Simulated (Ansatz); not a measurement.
Born–Oppenheimer molecular dynamics of AlH5N2O (9 atoms, charge 0, multiplicity 1). It starts from a relaxed structure.

All numbers below come from RKS PBE/def2-SVP (Ansatz 0.2.0).

- ensemble: NVE (Milne-controlled integrator)
- time step: 0.25 fs
- steps asked: 300
- starting velocities drawn for: 1500 K
- seed: 918683

First frame:

```xyz
9
Properties=species:S:1:pos:R:3
Al -0.044 -0.051 -0.060
O 0.017 -0.093 1.663
H -0.762 0.067 2.216
N 1.520 0.098 -0.898
H 1.684 -0.021 -1.898
H 2.405 0.258 -0.414
N -1.577 -0.148 -0.972
H -2.482 -0.424 -0.587
H -1.672 0.032 -1.973
```

(1) How far do the bonds stretch over the last three quarters of this one trajectory? (Pairs bonded in most of those frames.)

Answers

(1) 
| bond | mean (Å) | spread (Å) | shortest | longest |
| --- | --- | --- | --- | --- |
| Al1–O2 | 1.753 | 0.070 | 1.63 | 1.85 |
| Al1–N4 | 1.805 | 0.045 | 1.74 | 1.88 |
| Al1–N7 | 1.799 | 0.061 | 1.70 | 1.90 |
| O2–H3 | 0.971 | 0.014 | 0.95 | 0.99 |
| N4–H5 | 1.029 | 0.034 | 0.98 | 1.09 |
| N4–H6 | 1.034 | 0.059 | 0.94 | 1.12 |
| N7–H8 | 1.030 | 0.018 | 1.00 | 1.06 |
| N7–H9 | 1.032 | 0.009 | 1.01 | 1.05 |

Mean temperature of the second half: 874 K. The conserved energy stayed within 0.005 meV per atom of its start (net change 0.003 meV per atom), so the integration is sound. A run of 0.075 ps of so small a system gives no equilibrium averages.

Time of the run: 7.4 min on 2 threads of Intel(R) Xeon(R) Platinum 8175M CPU @ 2.50GHz (Skylake/Cascade Lake), on a shared host, peak memory 0.13 GiB.
